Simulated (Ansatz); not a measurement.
`C=C=C([SiH3])Cl` + `COB(O)O` → `COB(O)O[SiH3]` + `C=C=CCl`  (ligand exchange at the Si–C bond)

Calculated with Ansatz (gas phase, PBE0-D4/def2-TZVP geometries, no zero-point term in ΔE). CCSD(T)/CBS adds triple-zeta CCSD(T) − MP2 to the extrapolated MP2 energy (def2 sets, frozen cores). Functionals use def2-TZVPP. Each species was taken in one conformer, which may not be the lowest.

| level | ΔE (eV) |
| --- | --- |
| PBE-D4 | -0.53 |
| PBE0-D4 | -0.58 |
| ωB97M-V | -0.65 |
| B2PLYP | -0.67 |
| PBE | -0.54 |
| CCSD/def2-TZVPP | -0.69 |
| CCSD(T)/def2-TZVPP | -0.66 |
| MP2/CBS(def2) | -0.62 |

**Question.** What does CCSD(T)/CBS give? (Estimate.)

**Answer.** The calculation gave: -0.65 eV. The listed levels differ from it by 0.12, 0.07, 0.00, -0.02, 0.11, -0.04, -0.01, 0.03 eV.

Largest T1 diagnostic among the species: 0.012.

From PBE to PBE0 (25 % exact exchange), in def2-TZVPP and without D4, ΔE moves by −0.04 eV. In def2-TZVPP, CCSD(T) changes the Hartree–Fock value by +0.17 eV (the triples alone add +0.03 eV) and MP2 by +0.20 eV.
